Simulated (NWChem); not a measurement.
System: C4H7N; SMILES C1NCC1=C

```xyz
12

C      0.0673    -1.9374     0.0000
C     -0.0149    -0.6128     0.0000
C     -0.0455     0.4710     1.0660
N      0.2046     1.4838     0.0000
C     -0.0455     0.4710    -1.0660
H      0.1022    -2.5065     0.9259
H      0.1022    -2.5065    -0.9259
H      0.7347     0.4351     1.8376
H     -1.0224     0.5575     1.5683
H     -0.4591     2.2544     0.0000
H     -1.0224     0.5575    -1.5683
H      0.7347     0.4351    -1.8376
```
Atoms are numbered in this order, from 1.

All runs: NWChem. Structure relaxed at the B3LYP/6-31G* (spherical d) level. Level: PBE0/def2-SVP with SMD (1 M gas to 1 M solution), gas-phase geometry.

```
solvent                dielectric constant  solvation free energy (kcal/mol)  cavity-dispersion-structure term (kcal/mol)  dipole in solution (D)
---------------------  -------------------  --------------------------------  -------------------------------------------  ----------------------
water                                 78.4                              -5.1                                         -0.1                    1.79
1-propanol                            20.5                              -5.5                                         -0.7                    1.77
N,N-dimethylformamide                 37.2                                 …                                            …                    1.78
acetonitrile                          35.7                              -5.3                                         -0.3                    1.78
```

Q: Some entries are withheld; supply them.

A: 
- N,N-dimethylformamide, solvation free energy (kcal/mol): -4.4
- N,N-dimethylformamide, cavity-dispersion-structure term (kcal/mol): 0.6
